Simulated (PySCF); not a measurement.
In(OAc)(OMe)2, SMILES [O]([In]([O]C(=O)C)[O]C)C (C4H9InO4) at its GFN2-xTB optimised geometry (Å):

```
18

In    -0.7477    -0.0851     0.0000
O      0.4570    -0.5222     1.8679
C      1.5117    -0.3693     1.2168
C      2.8337    -0.5477     1.9229
O      1.5167    -0.0851     0.0000
H      3.5381     0.2009     1.5711
H      3.2219    -1.5330     1.6719
H      2.6920    -0.4775     2.9970
O     -1.5118     1.7777     0.0000
C     -0.8061     2.8078     0.6380
H      0.1786     2.9818     0.1880
H     -1.4146     3.7082     0.5027
H     -0.6836     2.6282     1.7128
O     -1.5167    -1.7541    -0.8239
C     -0.8133    -2.9617    -0.7122
H     -0.6836    -3.2762     0.3303
H     -1.4276    -3.7082    -1.2268
H      0.1678    -2.9213    -1.2006
```

Method: PySCF with PBE0/def2-SVP, def2 effective core potentials past Kr. The core electrons that the potentials of In replace are not part of the density. Cells within 0.4 Å of a nucleus heavier than hydrogen are left out (blank, or x).

Map of the log10 of the electron density (e/bohr³), floored at −4 on the plane z = 1.2 Å:

```
|000000000000000000000000000|
|000000000000000000000000000|
|000000000121000000000000000|
|000000002343210000000000000|
|000000013566432100000000000|
|000000024677654210000000000|
|000000024689875310000000000|
|000000024689986420000000000|
|000000024679975310000000000|
|000000035667754211001000000|
|000000034666543333233321000|
|000000024555555555455542000|
|000000013456666787677763100|
|0000000134677889x9888864100|
|0000000124567999xx988753100|
|000000002356789999888753000|
|000000001344567777788752000|
|000000001223444444567642000|
|000000000123332222355431000|
|000000000245542100122210000|
|000000000245542000000000000|
|000000000245542000000000000|
|000000000123321000000000000|
|000000000011110000000000000|
|000000000000000000000000000|
|000000000000000000000000000|
|000000000000000000000000000|
```
Scale: ten equal steps from -4.00 (start of '0') to -0.576 (end of '9'), in the order '0123456789'; x runs from -6.00 to 6.00, y from -6.00 (bottom) to 6.00 (top).
